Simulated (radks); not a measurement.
Species: neutral neodymium. Configuration: [Kr] 4d10 4f4 5p6 6s2 5f2 (not the ground configuration).

Method: scalar-relativistic Kohn-Sham, exchange-only B88, spin-polarised, spherical densities, point nucleus; open shells are filled with parallel spins first (spin-orbit coupling, left out, can overturn this in heavy ions); computed with a radial shooting solver on a logarithmic mesh with Libxc functionals.

Energy parts (eV):
part                  energy
total             -261726.31
kinetic            278657.99
electron-nucleus  -634821.64
Hartree            100402.44
exchange            -5965.10

Orbitals (lengths in bohr, moments of r in powers of bohr; r(max) is where P^2 peaks):
\begin{tabular}{lrrrr}
orbital & occ. & eigenvalue (eV) & r(max) & <1/r> \\ \hline
1s up & 1 & -43427.61 & 0.01510 & 66.06 \\
1s down & 1 & -43427.62 & 0.01510 & 66.06 \\
2s up & 1 & -7038.699 & 0.08549 & 15.26 \\
2s down & 1 & -7038.693 & 0.08549 & 15.26 \\
2p up & 3 & -6294.214 & 0.06891 & 14.39 \\
2p down & 3 & -6294.212 & 0.06891 & 14.39 \\
3s up & 1 & -1540.422 & 0.2438 & 5.561 \\
3s down & 1 & -1539.219 & 0.2437 & 5.564 \\
3p up & 3 & -1305.676 & 0.2387 & 5.255 \\
3p down & 3 & -1304.479 & 0.2387 & 5.258 \\
3d up & 5 & -979.9147 & 0.1960 & 4.987 \\
3d down & 5 & -978.9895 & 0.1959 & 4.990 \\
4s up & 1 & -321.2425 & 0.5653 & 2.326 \\
4s down & 1 & -317.8714 & 0.5650 & 2.327 \\
4p up & 3 & -244.4286 & 0.5901 & 2.142 \\
4p down & 3 & -241.0278 & 0.5897 & 2.143 \\
4d up & 5 & -135.2404 & 0.6190 & 1.872 \\
4d down & 5 & -131.8050 & 0.6184 & 1.873 \\
4f up & 4 & -19.4459 & 0.6597 & 1.324 \\
4f down & 0 & -16.3013 & 0.6603 & 1.301 \\
5s up & 0 & -56.8859 & 1.300 & 0.9303 \\
5s down & 0 & -54.5411 & 1.310 & 0.9171 \\
5p up & 3 & -37.1519 & 1.454 & 0.8045 \\
5p down & 3 & -35.3068 & 1.471 & 0.7887 \\
5d up & 0 & -12.6818 & 1.895 & 0.5690 \\
5d down & 0 & -11.7302 & 1.940 & 0.5516 \\
5f up & 2 & -0.4578 & 8.416 & 0.1269 \\
6s up & 1 & -10.1882 & 3.112 & 0.3725 \\
6s down & 1 & -9.6219 & 3.142 & 0.3726 \\
\end{tabular}

The highest occupied level is 5f up at -0.458 eV. The configuration is held as typed, so some empty levels lie below it. Spin moment in Bohr magnetons: 6. Summed over all electrons, <r^2> = 285.8 bohr^2, which gives a Langevin (diamagnetic) susceptibility term of -226 x 10^-6 cm^3/mol. The density falls to 0.001 e/bohr^3 at r = 5.12 bohr.
